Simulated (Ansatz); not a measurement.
Si3W⁻ (the lowest doublet isomer of a short search). The state is a doublet with charge -1. Geometry PBE0-D4/def2-SVPD, basis def2-TZVPD, Ansatz.

Cartesian coordinates in Å:
```
W -0.767 0.867 -0.377
Si 0.034 0.415 1.704
Si -0.613 -1.416 -0.455
Si 1.346 0.134 -0.872
```

| run | HOMO (eV) | LUMO (eV) |
| --- | --- | --- |
| A | 0.16 | 1.67 |
| B | 0.84 | 1.15 |
| C | -0.02 | 1.76 |
| D | 0.63 | 1.27 |
| E | 0.41 | 1.59 |
| F | -1.53 | 3.04 |

In the def2 sets W takes a core potential; there is no spin–orbit coupling. B3LYP takes the VWN-RPA correlation. Another isomer (doublet) lies 0.05 eV lower at r2SCAN-D4/def2-TZVPD.

HOMO and LUMO are taken over both spins.

Task: The runs used B3LYP, PBE, PBE0, r2SCAN, r2SCAN0, ωB97X-V. Estimate which is which.

Result: A PBE0 (25 % exact exchange); B PBE (0 % exact exchange); C r2SCAN0 (25 % exact exchange); D r2SCAN (0 % exact exchange); E B3LYP (20 % exact exchange); F ωB97X-V (range-separated). Exact exchange lowers occupied and raises empty levels; among semilocal functionals meta-GGAs tend to open the gap a little, and such runs are hard to tell apart. The gap grows from 0.30 eV (PBE) to 4.57 eV (ωB97X-V). At PBE0-D4/def2-TZVPD, PBE-D4/def2-TZVPD, r2SCAN-D4/def2-TZVPD, B3LYP-D4/def2-TZVPD the highest occupied level of the charge -1 doublet lies above zero (up to 0.84 eV). By energy differences its removal costs 1.19 eV (vertical, to the charge 0 singlet, at PBE-D4/def2-TZVPD); a positive level beside a positive removal energy at the same level points to self-interaction error.
